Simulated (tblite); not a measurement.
C6H6FNO.
Atom-mapped SMILES: `[H]/[N:5]=[CH:4]\[CH:3]=[C:2](\[CH3:1])[C:6]([F:7])=[C:8]=[O:9]` (hydrogens: H10, H11, H12 on C1; H13 on C3; H14 on C4; H15 on N5)

Computed with GFN2-xTB (tblite), gas phase: L-BFGS steps from a force-field or distance-geometry start until the largest atomic force falls under 0.01 eV/Å.

Step 22: E = -748.7253 eV
```
atom  x, y, z in Å  |  force x, y, z in eV/Å
C1     -1.3064   -0.8123   -1.3160    0.007  -0.059  -0.058
C2     -0.2682   -0.3492   -0.3425   -0.071   0.166   0.062
C3      0.3294    0.8497   -0.4035   -0.031  -0.046   0.056
C4      1.3589    1.3407    0.5074   -0.073  -0.078  -0.049
N5      1.9601    2.4474    0.4469   -0.033  -0.039  -0.032
C6      0.0151   -1.3391    0.7285    0.038   0.022   0.021
F7      0.6149   -2.5032    0.3386   -0.057  -0.031  -0.017
C8     -0.4429   -1.1678    1.9366    0.035   0.062  -0.016
O9     -0.8963   -0.8863    2.9702    0.041   0.016   0.047
H10    -1.1750   -0.3671   -2.2968    0.066   0.072  -0.040
H11    -1.2639   -1.8928   -1.4062    0.003  -0.121  -0.085
H12    -2.3066   -0.5551   -0.9626    0.056   0.032   0.087
H13     0.0479    1.5137   -1.2162    0.087  -0.015   0.059
H14     1.6556    0.6766    1.3176   -0.047   0.041  -0.072
H15     1.6731    3.0528   -0.3240   -0.022  -0.021   0.038
```

Step 23: E = -748.7284 eV
```
atom  x, y, z in Å  |  force x, y, z in eV/Å
C1     -1.3001   -0.8114   -1.3141   -0.014  -0.073  -0.069
C2     -0.2623   -0.3482   -0.3414   -0.139   0.023   0.073
C3      0.3299    0.8506   -0.3994   -0.028   0.022   0.004
C4      1.3552    1.3428    0.5079    0.012  -0.027  -0.029
N5      1.9567    2.4492    0.4427   -0.013  -0.030   0.005
C6      0.0186   -1.3402    0.7277    0.030  -0.002   0.018
F7      0.5912   -2.5161    0.3334   -0.040  -0.031  -0.029
C8     -0.4433   -1.1695    1.9342    0.009   0.097   0.028
O9     -0.8941   -0.8805    2.9670    0.060   0.004   0.033
H10    -1.1721   -0.3629   -2.2939    0.053   0.074  -0.034
H11    -1.2573   -1.8915   -1.4080    0.016  -0.126  -0.088
H12    -2.2994   -0.5598   -0.9537    0.054   0.045   0.067
H13     0.0517    1.5139   -1.2111    0.048   0.021   0.001
H14     1.6541    0.6783    1.3142   -0.019   0.019  -0.005
H15     1.6669    3.0534   -0.3277   -0.029  -0.015   0.025
```

Q: Estimate the geometry and energy of step 24. (The exact step hangs on the optimiser's Hessian estimate; all steps are aligned on step 23, rigid shifts and turns removed.)

A: E = -748.7309 eV, largest force 0.185 eV/Å
```
atom  x, y, z in Å  |  force x, y, z in eV/Å
C1     -1.2959   -0.8121   -1.3141   -0.023  -0.066  -0.057
C2     -0.2607   -0.3468   -0.3393   -0.148  -0.099   0.049
C3      0.3292    0.8512   -0.3963   -0.034   0.056  -0.035
C4      1.3523    1.3434    0.5076    0.066   0.018  -0.003
N5      1.9539    2.4496    0.4397    0.008  -0.019   0.029
C6      0.0216   -1.3405    0.7276    0.011  -0.018   0.007
F7      0.5739   -2.5251    0.3294   -0.038  -0.009  -0.027
C8     -0.4430   -1.1688    1.9329   -0.002   0.098   0.059
O9     -0.8912   -0.8763    2.9659    0.072   0.005   0.024
H10    -1.1688   -0.3585   -2.2926    0.034   0.055  -0.006
H11    -1.2524   -1.8929   -1.4112    0.023  -0.088  -0.086
H12    -2.2932   -0.5622   -0.9460    0.048   0.036   0.030
H13     0.0557    1.5144   -1.2073    0.009   0.048  -0.047
H14     1.6521    0.6794    1.3114    0.007  -0.011   0.051
H15     1.6619    3.0532   -0.3297   -0.034  -0.006   0.011
```

The energy changes by -0.0025 eV. The first-order estimate −F·Δx gives -0.0034 eV and the mean of the old and new forces, exact on a quadratic surface, -0.0025 eV. The step makes an angle of 67° with the force vector and moves no atom by more than 0.020 Å.

The cost below is that of the whole relaxation. Time: 0.76 s of wall time. Hardware: one thread of an Arm Neoverse V1, no GPU, on a shared host.
